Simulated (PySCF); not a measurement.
# C₈H₁₆OS: full NMR table

| Property | Result |
| --- | --- |
| Formula | C8H16OS |
| SMILES | CS[C@H]1CC[C@@H](CO)CC1 |
| InChI | InChI=1S/C8H16OS/c1-10-8-4-2-7(6-9)3-5-8/h7-9H,2-6H2,1H3/t7-,8+ |
| Point group of the computed structure | C1 |
| Degrees of unsaturation | 1 |
| Carbon signals | 6 |
| Proton signals | 9 |

Structure with atom numbers: `[CH3:1][S:2][C@H:3]1[CH2:4][CH2:5][C@@H:6]([CH2:7][OH:8])[CH2:9][CH2:10]1` (H(Xn): hydrogen on atom n). Ha(C4), Ha(C5), Ha(C9), Ha(C10) are cis to S2 on the ring; Hb(C4), Hb(C5), Hb(C9), Hb(C10) are trans to S2 on the ring.

How the numbers were obtained: PBE0-D3(BJ)/def2-SVP geometry, shieldings: GIAO PBE0/pcSseg-1, in PySCF 2.14.0 with density-fitted response routines (in vacuum, one conformer, averaged over atoms made equivalent by symmetry, fast rotation or ring inversion, non-relativistic).

Shifts are taken against calculated references (same method and geometry level): TMS for ¹H, ¹³C; ¹⁷O against H2O; ³³S against CS2.

| carbon | δC, type | δH (multiplicity) | HMBC from (2–3 bonds) | span of the C tensor (ppm) |
| --- | --- | --- | --- | --- |
| C1 | 18.3, CH3 | 1.91 (s) | H(C3) | 36 |
| C3 | 48.7, CH | 2.60 (m) | H(C1), Ha(C4)/Ha(C10), Hb(C4)/Hb(C10), Hb(C5)/Hb(C9), Ha(C5)/Ha(C9) | 37 |
| C4/C10 | 31.2, CH2 | Hb(C4) 1.43 (m); Ha(C4) 1.84 (m) | H(C3), Ha(C4)/Ha(C10), Hb(C4)/Hb(C10), Hb(C5)/Hb(C9), Ha(C5)/Ha(C9), H(C6) | 20 |
| C5/C9 | 25.1, CH2 | Ha(C5) 1.36 (m); Hb(C5) 1.40 (m) | H(C7), H(C3), Ha(C4)/Ha(C10), Hb(C4)/Hb(C10), Hb(C5)/Hb(C9), Ha(C5)/Ha(C9), H(C6) | 23 |
| C6 | 44.9, CH | 0.73 (m) | H(C7), Ha(C4)/Ha(C10), Hb(C4)/Hb(C10), Hb(C5)/Hb(C9), Ha(C5)/Ha(C9) | 25 |
| C7 | 71.2, CH2 | 3.34 (d) | Hb(C5)/Hb(C9), Ha(C5)/Ha(C9), H(C6) | 66 |

Other nuclei:
```
atoms  nucleus                    environment  δ (ppm)  σ (ppm)
H(O8)       ¹H  hydrogen on an alcohol oxygen    -0.77    32.04
   O8      ¹⁷O                 alcohol oxygen     35.9    298.6
   S2      ³³S                 sulfide sulfur      -58    553.4
```

Carbon types of the structure: 2 × CH, 5 × CH2, 1 × CH3, leaving 1 H on heteroatoms. δC 71.2: sp3 CH2 bonded to O; deshielded by the electronegative neighbour. δC 44.9: sp3 CH in a ring; saturated and bonded to C and H only. δC 31.2, 25.1: sp3 CH2 in a ring; a saturated carbon with 2 carbon neighbours and no heteroatom attached. δH 3.34: hydrogen on an sp3 CH2 bonded to O; its carbon carries O, an electronegative neighbour. δH -0.77: hydrogen on an alcohol oxygen; exchangeable, gas-phase position.

OH/NH shifts are gas-phase values; hydrogen bonding in solution moves them, usually downfield. Shifts are as computed. Against solution values, carbons near 30 ppm lie about +2 ppm off and those near 130 ppm about +5 ppm; carbons on S a further +3 ppm. Of 1211 compounds with measured shifts, 218 miss one by over three times the rms of a fit or turn the order of signals round; such compounds aren't used in these exercises. Experimental scales use liquid or dissolved standards, which lie at an offset from isolated H2O (liquid H2O: subtract about 36 ppm). Multiplicities follow the n + 1 count of equivalent neighbours, as no J values were calculated; m marks all less simple cases, F and P coupling included.
